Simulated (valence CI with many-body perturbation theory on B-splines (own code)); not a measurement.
The numbers below are computed, except where a source is named.
# Ta59+: what the settings do

Level of theory: configuration interaction combined with many-body perturbation theory (CI+MBPT): four valence electrons over a frozen Dirac-Fock core [Ne], a basis of 6 s, 6 p, 5 d, 3 f, 1 g functions for each j, with the one-electron correlation potential Σ1 (screened to all orders), the two-electron term Σ2, the three-electron term Σ3, Breit, model QED; selected single and double excitations, second order for the rest, scaled by the run's own slope (own B-spline code, finite nucleus).

The last digits are not significant, and no measured levels were compared; by estimate large intervals hold to a few tenths of a per cent, small ones and those within an open d or f shell to about a per cent.

The reference run has the lowest level (3s^2 3p1/2^2) J=0 and an ionisation energy of 6366.32 eV. Its largest variational space holds 9998 state functions.

Levels are named by their leading jj configuration (3d3/2^4 stands for four electrons in 3d with j = 3/2), which in mixed levels can hold well under half, so a name can repeat and another be missing.

Changed runs:
A. scale of Σ2 1 → 0.8
B. correlating orbitals by l 3 3 3 2 1 → 1 5 2 4 1; orbitals per symmetry with explicit Σ2 and valence Breit (the others get mean screening factors) 5 → 1
C. scale of Σ1 1 → 1.1
D. factor on the speed of light 1 → 1.1 (bad on purpose)

Excitation energies of the reference run in cm⁻¹, and shifts in cm⁻¹:

| Level | Reference | A | B | C | D |
| --- | --- | --- | --- | --- | --- |
| (3s^2 3p1/2 3p3/2) J=1 | 2624330 | -227 | -34 | +145 | -549955 |
| (3s^2 3p1/2 3p3/2) J=2 | 2698590 | -180 | -55 | +145 | -549591 |
| (3s 3p1/2^2 3p3/2) J=2 | 3954710 | -137 | -332 | -73 | -601676 |
| (3s 3p1/2^2 3p3/2) J=1 | 4175370 | +266 | -248 | -71 | -598118 |
| (3s^2 3p1/2 3d3/2) J=2 | 4370350 | +172 | -384 | -57 | -565906 |
| (3s^2 3p1/2 3d3/2) J=1 | 4715870 | +1233 | -275 | -60 | -581919 |
| (3s^2 3p1/2 3d5/2) J=2 | 5138850 | +641 | -298 | +66 | -683890 |
| (3s^2 3p1/2 3d5/2) J=3 | 5147550 | +445 | -339 | +69 | -684141 |
| (3s^2 3p3/2^2) J=2 | 5378940 | -408 | -31 | +289 | -1100975 |
| (3s^2 3p3/2^2) J=0 | 5541020 | -301 | +87 | +290 | -1102062 |
| (3s 3p1/2^2 3d3/2) J=1 | 5733640 | +376 | -439 | -278 | -620096 |
| (3s 3p1/2^2 3d3/2) J=2 | 5791810 | +434 | -472 | -276 | -622507 |
| Ionisation energy (eV) | 6366.32 | -0.022 | -0.0018 | +0.12 | -84.26 |
